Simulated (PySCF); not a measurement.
**Core-level binding energies of `[SiH3]N([SiH3])[SiH3]`**

Species: H₉NSi₃.
Atom-mapped SMILES: `[SiH3:1][N:2]([SiH3:3])[SiH3:4]`

Geometry (GFN2-xTB, Å), atoms numbered from 1 in this order:
```xyz
13
H9NSi3 angstrom
Si     0.2906    1.6502    0.5486
N      0.0274    0.0360   -0.0579
Si    -1.6019   -0.5075   -0.3616
Si     1.3152   -1.1364    0.0429
H     -0.6721    2.5316   -0.1087
H      0.1012    1.6894    2.0035
H      1.6606    2.0302    0.2102
H     -2.3484    0.6195   -0.9165
H     -1.5289   -1.6065   -1.3219
H     -2.2301   -0.9659    0.8830
H      1.3556   -1.7398    1.3801
H      1.0573   -2.1622   -0.9652
H      2.5691   -0.4383   -0.2327
```

Theory: PySCF, delta-SCF UKS SCAN, pcX-2 on the ionised atom, pcseg-1 elsewhere, spin-free X2C. These are vertical core ionisation energies against the vacuum level, from separate self-consistent calculations with and without the core hole.

Question: What binding energy does each computed site have?

Answer: 
| atom(s) | environment | level | binding energy (eV) | 2p1/2 (eV) | count |
| --- | --- | --- | --- | --- | --- |
| Si1/Si3/Si4 | SiH3 silicon | Si 2p3/2 | 107.02 | 107.64 | 3 |
| N2 | nitrogen bridging silicon atoms | N 1s | 403.73 | – | 1 |
| Si1/Si3/Si4 | SiH3 silicon | Si 1s | 1846.81 | – | 3 |

Question: Express the binding energy of Si 2p3/2 of Si1/Si3/Si4 in atomic units and per mole.

Answer: 107.02 eV = 3.9329 Eh = 10326 kJ/mol.

Question: Which photon energy gives electrons from Si 2p3/2 of Si1/Si3/Si4 a kinetic energy of 200 eV, and what is their de Broglie wavelength?

Answer: hν = 107.02 + 200 = 307.02 eV, recoil neglected; λ = 12.264 Å/√(E/eV) = 0.87 Å.

The first atom of each set that the bonding makes equivalent was ionised and stands for the set. Spin–orbit and ligand-field terms were added within each 2p shell after the spin-free SCF. 2p1/2 minus 2p3/2 (ligand field included): Si 0.62 eV. Geometry: GFN2-xTB; no solvent, vibrations or thermal averaging.
